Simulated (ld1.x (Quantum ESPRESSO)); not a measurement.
**vanadium, ultrasoft: configuration errors across variants**

| Property | Result |
| --- | --- |
| Element | vanadium (V) |
| Generator | ld1.x (Quantum ESPRESSO) 7.5 |
| Type | ultrasoft |
| Functional | PBE |
| Relativity | scalar-relativistic |
| Frozen core | [Ne] 3s2 |
| Valence charge | 11 |
| Reference configuration | 3p6 3d3 4s1.75 4p0.25 |
| Partial waves | 4s (bound): rcut 2.40, rcutus 2.85 bohr; 4s channel at 0.7 Ry: rcut 2.40, rcutus 2.85 bohr; 3p (bound): rcut 1.50, rcutus 1.65 bohr; 4p (bound): rcut 1.50, rcutus 1.65 bohr; 3d (bound): rcut 2.25, rcutus 2.40 bohr; 3d channel at 0.1 Ry: rcut 2.25, rcutus 2.40 bohr |
| Local potential | all-electron potential smoothed inside 2.20 bohr (lloc = -1) |
| Core correction | a·sin(br)/r model core, default radius (core density twice the valence density) |
| Augmentation charge | built from norm-conserving waves at rcut, not smoothed further |

All-electron excitation energies from the reference (eV): (1) 3p6 3d3 4s2 4p0 -0.820; (2) 3p6 3d3 4s1 4p0 6.915; (3) 3p6 3d3 4s0 4p0 21.211; (4) 3p6 3d3 4s1.5 4p0 2.272.

The default core radius of the base comes out at 0.50 bohr.

On the changes marked as counting shells twice: ld1.x takes every shell without a wave as core, so the model core holds the marked electrons as well and exchange and correlation see them twice. This cancels in the reference configuration, but the file is broken for other ones, and its errors say nothing about a proper core correction.

Tests that are not counted but printed errors over 1 eV. “local potential all-electron potential smoothed inside 2.70 bohr (lloc = -1)”: 3p6 3d2 4s2 4p1 (solver errors, printed error -2.7 eV).

6 further variants failed, have other tests or another functional or relativity, and are left out.

The file “base” misses its own reference levels by 0.5 eV. The file “local potential all-electron potential smoothed inside 2.70 bohr (lloc = -1)” misses its own reference levels by 0.5 eV. The file “core correction a·sin(br)/r model core inside 1.18 bohr” misses its own reference levels by 0.5 eV.

Errors AE − PS in meV (a dash: test not solved or not reliable):

| change | (1) | (2) | (3) | (4) | bound ghosts |
| --- | --- | --- | --- | --- | --- |
| base | +164 | +162 | +138 | +164 | not determined |
| local potential all-electron potential smoothed inside 2.70 bohr (lloc = -1) | +114 | +227 | +339 | +169 | not determined |
| core correction a·sin(br)/r model core inside 1.18 bohr | +165 | +162 | +27 | +165 | not determined |
| type TM semilocal; waves now 4s (bound): rc 2.85 bohr; 3p (bound): rc 1.65 bohr; 3d (bound): rc 2.40 bohr; local potential the d channel (4p counted twice) | -3.4 | -38 | -153 | -13 | none |

Question: Give the same row for: augmentation PSQ, radius 1.40 bohr.

Answer: -0.1, -0.4, -1.0, -0.2; bound ghosts: none. Not counted: 3p6 3d2 4s0 4p0 (solver errors, printed error -719 eV).
